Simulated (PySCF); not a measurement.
Compound: C5H12Si.
Z-matrix (Å and degrees, PBE0-D3(BJ)/def2-SVP geometry), rows numbered from 1:
```
C 
C   1  1.5283
C   2  1.5288  1  111.82
Si  2  1.8866  1  111.87  3   125.97
C   4  1.8590  2  120.26  1    87.69
C   5  1.5443  4   65.48  2   105.33
H   1  1.1008  2  112.05  3   176.89
H   1  1.1032  2  110.94  3    56.42
H   1  1.1031  2  111.33  3   -62.67
H   2  1.1060  1  108.56  3  -119.73
H   3  1.1030  2  111.32  1    63.28
H   3  1.1008  2  112.04  1  -176.30
H   3  1.1033  2  110.97  1   -55.84
H   4  1.4896  2  115.15  1   -63.97
H   5  1.0957  4  119.86  6   107.69
H   5  1.0964  4  119.03  6  -107.85
H   6  1.0964  4  119.14  5   107.75
H   6  1.0957  4  119.84  5  -107.59
```

NICS = −σ at a ghost point: NICS(0) at the centroid of the ring atoms, NICS(1) 1 Å to either side along the normal of their mean plane, zz for the tensor component along that normal. Level: GIAO KT3/pcSseg-1 (PySCF, non-relativistic, gas phase) on the PBE0-D3(BJ)/def2-SVP geometry, one conformer.

Ring bond lengths (Å): Si4–C5 1.859, C5–C6 1.544, C6–Si4 1.860.

Problem. What do the NICS probes read (ppm)?

Solution. 
```csv
ring,type,NICS(0),"NICS(1), two faces","NICS(1)zz, two faces",rms pucker (Å),"centre to ring atoms, mean (Å)"
Si4–C5–C6,3-membered ring with Si; formal bonds all single,-24.7,-6.9 / -7.6,-12.8 / -15.8,0.00,1.01
```

Problem. What can be read from them?

Solution. 
- Si4–C5–C6: mean NICS(1)zz -14.3 ppm, shielded. Si4, C5, C6 have four or more neighbours; no verdict on aromaticity is drawn. The two faces differ by 3.0 ppm, so no symmetry operation interchanges them. NICS(0) lies 17 ppm below the mean NICS(1).

Problem. At the first NICS(1) probe listed for ring Si4–C5–C6, 1 Å off the ring, what do the in-plane components average?

Solution. The isotropic value is a third of the trace: (3 × -6.9 − (-12.8))/2 = -4.0 ppm.

Problem. List the ring angles.

Solution. 
- Si4–C5–C6: Si4 49.1°, C5 65.5°, C6 65.4°; sum 180.0° against 180° for a flat convex ring.

Problem. How shielded are the nuclei of the rings and their hydrogens (means over atoms taken as equivalent)?

Solution. 
```
   atoms                  environment  σ isotropic (ppm)
     Si4                  SiH silicon              467.7
 C5 (×2)  sp3 carbon bound to silicon              186.2
     H14                Si–H hydrogen              28.64
H15 (×2)           methylene hydrogen              30.83
H16 (×2)           methylene hydrogen              30.87
```

Problem. How do the values depend on the level or the medium?

Solution. 
```
                            level  NICS(0), Si4–C5–C6  mean NICS(1)zz, Si4–C5–C6
                KT3/pcSseg-1, gas               -24.7                      -14.3
               PBE0/pcSseg-1, gas               -25.9                      -15.3
PBE0/pcSseg-1, IEF-PCM chloroform               -26.1                      -15.4
     PBE0/pcSseg-1, IEF-PCM water               -26.2                      -15.4
```

The geometry is the same throughout; the continuum's cavity takes Bondi-type radii × 1.2.
